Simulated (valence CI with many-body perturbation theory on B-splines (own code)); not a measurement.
# Energy levels of Mo XXVIII

Level of theory: valence CI with perturbative core correlation (CI+MBPT): five valence electrons over a frozen Dirac-Fock core [Ne], a basis of 11 s, 11 p, 10 d, 8 f, 5 g, 2 h functions for each j, with the one-electron correlation potential Σ1, the two-electron term Σ2, the three-electron term Σ3, Breit, model QED; selected CI, second order for the rest, scaled by the run's own slope (own B-spline code, finite nucleus).

The last digits are not significant, and no measured levels were compared; by estimate large intervals hold to a few tenths of a per cent, small ones and those within an open d or f shell to about a per cent. Among the levels kept, up to 3700 cm⁻¹ of a level comes from second order outside the variational space, and about a tenth of that is noise between levels of different J, which matters for small intervals.

Levels 1 to 45 of 167, with energies above the lowest level, 3s²3p³ ⁴S°_3/2. "Leading %" is the weight of the configuration and term that name the level; weights of strongly mixed levels are sums over their largest components and can fall short, so below about 35 % the name and the second component can differ from the true leading terms, or belong to a minority configuration. In the jj column 3d3/2^4 stands for four electrons in 3d with j = 3/2. Lifetimes count E1, E2, E3, M1 and M2 decay at the calculated energies, and are blank where another channel may lead or the interval is too uncertain; long ones can be off by a factor of two.

| No. | Configuration | Term | J | E (cm⁻¹) | Leading % | Leading jj | Lifetime |
| --- | --- | --- | --- | --- | --- | --- | --- |
| 1 | 3s²3p³ | ⁴S° | 3/2 | 0 | 46 | 3s^2 3p1/2^2 3p3/2 (91 %) |  |
| 2 | 3s²3p³ | ²D° | 3/2 | 156880 | 52 | 3s^2 3p1/2 3p3/2^2 (92 %) | 12.0 μs |
| 3 | 3s²3p³ | ²D° | 5/2 | 200790 | 98 | 3s^2 3p1/2 3p3/2^2 (98 %) | 60.8 μs |
| 4 | 3s²3p³ | ²P° | 1/2 | 258190 | 97 | 3s^2 3p1/2 3p3/2^2 (97 %) | 9.23 μs |
| 5 | 3s²3p³ | ²P° | 3/2 | 413540 | 59 | 3s^2 3p3/2^3 (95 %) | 3.52 μs |
| 6 | 3s3p⁴ | ⁴P | 5/2 | 721640 | 76 | 3s 3p1/2^2 3p3/2^2 (83 %) | 147 ps |
| 7 | 3s3p⁴ | ⁴P | 3/2 | 804440 | 39 | 3s 3p1/2^2 3p3/2^2 (47 %) | 78.3 ps |
| 8 | 3s3p⁴ | ⁴P | 1/2 | 830040 | 60 | 3s 3p1/2^2 3p3/2^2 (65 %) | 56.2 ps |
| 9 | 3s²3p²3d | ⁴F | 3/2 | 886010 | 34 | 3s^2 3p1/2^2 3d3/2 (51 %) | 143 ps |
| 10 | 3s3p⁴ | ²D | 3/2 | 943330 | 38 | 3s 3p1/2 3p3/2^3 (37 %) | 40.0 ps |
| 11 | 3s²3p²3d | ⁴F | 5/2 | 950080 | 40 | 3s^2 3p1/2^2 3d5/2 (57 %) | 72.3 ps |
| 12 | 3s3p⁴ | ²D | 5/2 | 973350 | 51 | 3s 3p1/2 3p3/2^3 (53 %) | 88.1 ps |
| 13 | 3s²3p²3d | ²P | 3/2 | 1002700 | 34 | 3s^2 3p1/2 3p3/2 3d3/2 (65 %) | 153 ps |
| 14 | 3s²3p²3d | ⁴D | 1/2 | 1011800 | 38 | 3s^2 3p1/2 3p3/2 3d3/2 (64 %) | 56.1 ps |
| 15 | 3s²3p²3d | ²F | 5/2 | 1030000 | 60 | 3s^2 3p1/2 3p3/2 3d3/2 (84 %) | 456 ps |
| 16 | 3s²3p²3d | ⁴F | 7/2 | 1057100 | 69 | 3s^2 3p1/2 3p3/2 3d3/2 (57 %) | 2.29 ns |
| 17 | 3s²3p²3d | ⁴D | 7/2 | 1071000 | 48 | 3s^2 3p1/2 3p3/2 3d5/2 (78 %) | 109 ns |
| 18 | 3s²3p²3d | ⁴D | 1/2 | 1080600 | 49 | 3s^2 3p1/2 3p3/2 3d3/2 (32 %) | 23.3 ps |
| 19 | 3s²3p²3d | ⁴D | 3/2 | 1099500 | 54 | 3s^2 3p1/2 3p3/2 3d5/2 (31 %) | 27.6 ps |
| 20 | 3s²3p²3d | ⁴F | 9/2 | 1109100 | 63 | 3s^2 3p1/2 3p3/2 3d5/2 (89 %) |  |
| 21 | 3s²3p²3d | ⁴D | 5/2 | 1127500 | 32 | 3s^2 3p1/2 3p3/2 3d5/2 (68 %) | 21.7 ps |
| 22 | 3s3p⁴ | ²P | 3/2 | 1187400 | 33 | 3s^2 3p1/2 3p3/2 3d3/2 (35 %) | 3.79 ps |
| 23 | 3s²3p²3d | ²G | 7/2 | 1190100 | 58 | 3s^2 3p1/2 3p3/2 3d5/2 (52 %) | 47.1 ps |
| 24 | 3s²3p²3d | ⁴P | 5/2 | 1193900 | 48 | 3s^2 3p1/2 3p3/2 3d3/2 (36 %) | 4.91 ps |
| 25 | 3s²3p²3d | ²P | 1/2 | 1201400 | 34 | 3s^2 3p3/2^2 3d5/2 (39 %) | 9.17 ps |
| 26 | 3s²3p²3d | ⁴P | 3/2 | 1219500 | 34 | 3s^2 3p1/2 3p3/2 3d5/2 (41 %) | 4.98 ps |
| 27 | 3s²3p²3d | ²S | 1/2 | 1224200 | 24 | 3s^2 3p1/2 3p3/2 3d3/2 (63 %) | 6.26 ps |
| 28 | 3s²3p²3d | ²D | 3/2 | 1252000 | 72 | 3s^2 3p1/2 3p3/2 3d5/2 (59 %) | 15.2 ps |
| 29 | 3s²3p²3d | ²D | 5/2 | 1272400 | 56 | 3s^2 3p1/2 3p3/2 3d5/2 (50 %) | 4.72 ps |
| 30 | 3s²3p²3d | ²F | 7/2 | 1275500 | 48 | 3s^2 3p3/2^2 3d5/2 (94 %) | 334 ps |
| 31 | 3s²3p²3d | ²G | 9/2 | 1300000 | 62 | 3s^2 3p3/2^2 3d5/2 (89 %) | 7.97 μs |
| 32 | 3s²3p²3d | ²P | 1/2 | 1325000 | 47 | 3s^2 3p1/2 3p3/2 3d5/2 (66 %) | 5.26 ps |
| 33 | 3s²3p²3d | ²P | 1/2 | 1344600 | 47 | 3s^2 3p3/2^2 3d3/2 (63 %) | 4.55 ps |
| 34 | 3s²3p²3d | ²D | 3/2 | 1363100 | 43 | 3s^2 3p3/2^2 3d3/2 (68 %) | 3.85 ps |
| 35 | 3s²3p²3d | ²D | 5/2 | 1364600 | 26 | 3s^2 3p3/2^2 3d3/2 (56 %) | 4.10 ps |
| 36 | 3s²3p²3d | ²F | 7/2 | 1401300 | 84 | 3s^2 3p3/2^2 3d3/2 (69 %) | 4.17 ps |
| 37 | 3s²3p²3d | ²D | 5/2 | 1415500 | 85 | 3s^2 3p3/2^2 3d5/2 (91 %) | 123 ps |
| 38 | 3s²3p²3d | ²P | 3/2 | 1441100 | 49 | 3s^2 3p3/2^2 3d3/2 (42 %) | 4.95 ps |
| 39 | 3s²3p²3d | ²S | 1/2 | 1481000 | 34 | 3s 3p3/2^4 (35 %) | 4.07 ps |
| 40 | 3s²3p²3d | ²D | 3/2 | 1497200 | 74 | 3s^2 3p3/2^2 3d5/2 (54 %) | 5.33 ps |
| 41 | 3s²3p²3d | ²D | 5/2 | 1512600 | 57 | 3s^2 3p3/2^2 3d5/2 (76 %) | 4.65 ps |
| 42 | 3s3p³3d | ⁶D° | 1/2 | 1552700 | 80 | 3s 3p1/2^2 3p3/2 3d3/2 (61 %) | 431 ps |
| 43 | 3s3p³3d | ⁶D° | 5/2 | 1554000 | 67 | 3s 3p1/2^2 3p3/2 3d3/2 (61 %) | 306 ps |
| 44 | 3s3p³3d | ⁶D° | 3/2 | 1554200 | 75 | 3s 3p1/2^2 3p3/2 3d3/2 (61 %) | 273 ps |
| 45 | 3s3p³3d | ⁶D° | 7/2 | 1561100 | 66 | 3s 3p1/2^2 3p3/2 3d3/2 (40 %) | 530 ps |

Names give the largest LS component (configuration and term), which can be under half, so a name can repeat, a term be missing and a line seem to break the LS rules; names also repeat where a configuration has a term twice.

The ionisation energy to 3s²3p² ³P0 of the next ion comes out as 1450.1 eV (NIST: 1462 ± 6 eV (semi-empirical)). All 167 levels together are meant to be complete up to 2545200 cm⁻¹.
